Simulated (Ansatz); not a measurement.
The same ligand exchange along the group B, Al, Ga.

Gas-phase electronic energies from Ansatz, PBE0-D4/def2-TZVP geometries. CCSD(T)/CBS is the MP2 limit (def2-TZVPP, def2-QZVPP) plus CCSD(T) − MP2 in def2-TZVPP, frozen cores. This one scheme is used for every species. For Ga outer-core shells are correlated without core-valence functions, which leaves a few kJ/mol of doubt a bond. Scalar relativity is left out up to krypton. Each species was taken in one conformer, which may not be the lowest.

Question: Order these by ΔE at CCSD(T)/CBS, lowest first. (Best estimate.)
A. `NB(S)Cl` + NH₃ → `NB(N)Cl` + H₂S
B. `[NH2][Ga]([SH])[Cl]` + NH₃ → `[NH2][Ga]([NH2])[Cl]` + H₂S
C. `[NH2][Al]([SH])[Cl]` + NH₃ → `[NH2][Al]([NH2])[Cl]` + H₂S

Answer: A (-32.3 kJ/mol), C (+24.0 kJ/mol), B (+52.7 kJ/mol).

Largest T1 diagnostic: 0.012, for `[NH2][Ga]([SH])[Cl]`.
